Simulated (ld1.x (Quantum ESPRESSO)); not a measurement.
## Tl (Z = 81): one change to a TM potential, before and after

```
Element                 : Tl
Generator               : ld1.x (Quantum ESPRESSO) 7.5
Type                    : norm-conserving Troullier–Martins (Kleinman–Bylander form)
Functional              : PBE
Relativity              : fully relativistic
Frozen core             : [Xe] 4f14 5d10
Valence charge          : 3
Reference configuration : 6s2 6p1
Partial waves           : 6p (bound): rc 2.85 bohr; 6s (bound): rc 2.15 bohr
Local potential         : the s channel
Core correction         : Bessel-smoothed model core inside 1.20 bohr
```

Open shells are filled in proportion to 2j + 1 (rel_dist='average').

Change: all radii but the core radius scaled by about 1.22 (s 2.62, p 3.48 bohr).

Cutoffs: the cutoffs (Ry, on a coarse ladder) from which the occupation-weighted sum of valence levels, in a spherical-Bessel basis at the reference potential, stays within 10 and 1 mRy of its value at 400 Ry; they do not see the model core or the augmentation charge, which bear on the density cutoff. Errors are all-electron minus pseudo energies relative to the spin-unpolarised reference configuration.

Question: How do hardness, ghosts and transferability respond?

Answer: The potential gets softer (18 Ry and 30 Ry → 15 Ry and 21 Ry); the errors of the 7 common tests hardly move; neither file shows a bound ghost. A larger radius leaves more room for a smooth pseudo-wave, so fewer plane waves are needed.

```csv
quantity,base,changed
"cutoff, loose",18 Ry,15 Ry
"cutoff, tight",30 Ry,21 Ry
loose cutoff by channel (10 mRy a level),"p 6 Ry, s 10 Ry","p 6 Ry, s 8 Ry"
bound ghosts,none,none
"error for 6s2 6p0, meV [ΔE 5.27 eV]",-30,-32
"error for 6s1 6p0, meV [ΔE 26.06 eV]",-398,-420
"error for 6s2 6p0.5, meV [ΔE 1.90 eV]",-5.0,-5.2
"error for 6s1 6p1, meV [ΔE 13.42 eV]",-129,-127
"error for 6s0 6p3, meV [ΔE 14.95 eV]",-178,-165
"error for 6s2 6p1.3, meV [ΔE -0.52 eV]",-0.6,-0.6
"error for 6s1 6p2, meV [ΔE 7.28 eV]",-46,-42
```
